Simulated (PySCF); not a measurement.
F₂H₄OSi₂, SMILES O[Si](F)(F)[SiH3].

The structure is a stationary point at B3LYP-D3(BJ)/def2-SVP. This is a generated structure with no PubChem entry under its InChIKey; it may be hypothetical. The values are those of a single conformer.

All values below come from TDDFT-CAM-B3LYP/def2-SVPD run with PySCF.

Vertical excitations.  State labels are in the subgroup Cs.

Task: Give excitation energies, oscillator strengths and character. (An estimate is asked for; the answer gives what the named calculation found.)

Result: 
| state | symmetry | energy (eV) | λ (nm) | f | main pairs |
|---|---|---|---|---|---|
| S1 | A" | 8.05 | 154 | 0.034 | HOMO→LUMO+2 90 % |
| S2 | A' | 8.09 | 153 | 0.049 | HOMO→LUMO+1 70 %, HOMO→LUMO 15 % |
| S3 | A' | 8.39 | 148 | 0.237 | HOMO→LUMO 77 %, HOMO→LUMO+1 19 % |
| S4 | A" | 8.63 | 144 | 0.032 | HOMO−3→LUMO 51 %, HOMO−1→LUMO 29 % |
| S5 | A" | 8.90 | 139 | 0.001 | HOMO−2→LUMO+2 55 %, HOMO−1→LUMO+1 25 % |
| S6 | A' | 9.12 | 136 | 0.072 | HOMO→LUMO+4 59 %, HOMO→LUMO+3 16 %, HOMO−1→LUMO+2 11 % |
| S7 | A' | 9.23 | 134 | 0.010 | HOMO−1→LUMO+2 32 %, HOMO−2→LUMO+1 28 %, HOMO−2→LUMO+3 18 %, HOMO−2→LUMO+4 10 % |
| S8 | A" | 9.26 | 134 | 0.023 | HOMO−1→LUMO+4 30 %, HOMO−1→LUMO+1 27 %, HOMO−2→LUMO+2 25 % |
| S9 | A' | 9.39 | 132 | 0.040 | HOMO−2→LUMO 37 %, HOMO−2→LUMO+1 23 %, HOMO−4→LUMO 19 %, HOMO−2→LUMO+3 8 % |
| S10 | A" | 9.44 | 131 | 0.073 | HOMO−1→LUMO 45 %, HOMO−1→LUMO+3 20 %, HOMO−3→LUMO 19 %, HOMO−1→LUMO+1 7 % |
| T1 | A" | 6.92 | 179 | 0 | HOMO→LUMO+2 94 % |
| T2 | A' | 7.02 | 177 | 0 | HOMO→LUMO+1 74 % |
| T3 | A' | 7.79 | 159 | 0 | HOMO→LUMO 49 %, HOMO→LUMO+3 18 %, HOMO→LUMO+12 9 %, HOMO→LUMO+4 9 % |
| T4 | A' | 8.13 | 153 | 0 | HOMO−1→LUMO+2 36 %, HOMO−2→LUMO+1 21 %, HOMO→LUMO+4 17 %, HOMO−3→LUMO+2 7 % |
Triplets are in the Tamm–Dancoff approximation, which puts them higher than full response would, so one can lie above its singlet here.
